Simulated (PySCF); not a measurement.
This PySCF input asks for the NMR shieldings of 2-fluorobenzenesulfonyl chloride, C6H4ClFO2S; the geometry comes from GFN2-xTB.

```python
import basis_set_exchange as bse
import numpy as np
from pyscf import gto, dft
from pyscf.prop import nmr

atoms = """
O     2.886491    0.524399    1.245913
S     2.354798   -0.224341    0.159454
O     2.723393   -1.594630    0.013868
Cl    2.891224    0.714409   -1.560772
C     0.584248   -0.088923    0.077571
C    -0.169291   -1.224472   -0.133207
C    -1.549875   -1.119723   -0.188367
C    -2.155530    0.119186   -0.034111
C    -1.398016    1.261370    0.170075
C    -0.018115    1.145080    0.220517
F     0.739543    2.229809    0.395743
H     0.344683   -2.165228   -0.246565
H    -2.151676   -1.999720   -0.351045
H    -3.230809    0.199808   -0.076576
H    -1.855482    2.230965    0.285591
"""
names = dict.fromkeys(["O", "S", "Cl", "C", "F", "H"], "pcSseg-1")
basis = {el: gto.basis.parse(bse.get_basis(n, elements=[el], fmt="nwchem")) for el, n in names.items()}
mol = gto.M(atom=atoms, basis=basis, charge=0, verbose=0)
mf = dft.RKS(mol, xc="PBE0")
mf.grids.level = 2
mf.grids.alignment = dft.numint.BLKSIZE   # the property module wants whole blocks of grid points
mf.conv_tol = 1e-9
mf.kernel()

calc = nmr.RKS(mf)   # GIAO
C = mf.mo_coeff
Co = C[:, mf.mo_occ > 0]
resp = mf.gen_response(singlet=True, hermi=2)
def vind(x):   # induced exchange potential for any number of trial vectors
    d = np.einsum("pi,xij,qj->xpq", C, 2 * x.reshape(-1, C.shape[1], Co.shape[1]), Co, optimize=True)
    return np.einsum("xpq,pi,qj->xij", resp(d - d.transpose(0, 2, 1)), C, Co, optimize=True).ravel()
mo1, _ = nmr.rhf.solve_mo1(calc, with_cphf=vind)
sigma = calc.kernel(mo1)
for i, s in enumerate(sigma):   # ppm
    w = np.linalg.eigvalsh((s + s.T) / 2)
    print("%2d %-2s iso %8.1f  s11 %8.1f  s22 %8.1f  s33 %8.1f" % (i, mol.atom_pure_symbol(i), w.mean(), *w))
```

Q: What does it print?

A: 
```
 0 O  iso     23.8  s11    -55.5  s22     22.6  s33    104.5
 1 S  iso    193.3  s11      7.4  s22    145.3  s33    427.1
 2 O  iso     49.8  s11    -36.6  s22     64.9  s33    121.0
 3 Cl iso    306.6  s11    -48.3  s22    -16.6  s33    984.7
 4 C  iso     45.8  s11     -0.8  s22     16.6  s33    121.7
 5 C  iso     53.2  s11    -40.2  s22     24.9  s33    174.9
 6 C  iso     57.9  s11    -45.8  s22     39.7  s33    180.0
 7 C  iso     44.1  s11    -66.6  s22     23.6  s33    175.2
 8 C  iso     62.9  s11    -23.0  s22     44.2  s33    167.4
 9 C  iso     18.6  s11    -57.2  s22     22.7  s33     90.1
10 F  iso    277.3  s11    193.2  s22    241.8  s33    396.9
11 H  iso     23.5  s11     19.1  s22     22.9  s33     28.6
12 H  iso     24.1  s11     20.5  s22     25.1  s33     26.8
13 H  iso     23.8  s11     20.4  s22     24.4  s33     26.5
14 H  iso     24.1  s11     20.4  s22     24.3  s33     27.6
```

These numbers come from an equivalent density-fitted implementation of the same equations, which agrees with the script to about 0.01 ppm for H and up to a few tenths of a ppm for heavy atoms, so last digits may differ.

Q: Turn these shieldings into chemical shifts. Scale: $^{17}$O (σref 336.08) vs H2O; $^{33}$S (σref 503.73) vs CS2; $^{35}$Cl (σref 949.78) against HCl; TMS for $^{13}$C (σref 186.93) and $^{1}$H (σref 31.72); $^{19}$F (σref 170.95) against CFCl3 (reference shieldings calculated alike).

A: Averaging equivalent atoms: O 0/2: 299.3; S 1: 310; Cl 3: 643; C 9: 168.4; C 7: 142.9; C 4: 141.1; C 5: 133.7; C 6: 129.0; C 8: 124.0; F 10: -106.3; H 11: 8.17; H 13: 7.95; H 14: 7.59; H 12: 7.58 ppm. Unscaled 19F shifts against computed CFCl3 carry errors that often reach 10 to 50 ppm. Unscaled 17O shifts of doubly bonded oxygen tend to come out too high, by tens of ppm or more. Experimental scales use liquid or dissolved standards, which lie at an offset from isolated H2O (liquid H2O: subtract about 36 ppm).

Size and cost of the density-fitted run: 221 basis functions, 79 s wall time on 1 thread of an Arm Neoverse N1, shared host; peak memory 0.98 GiB.
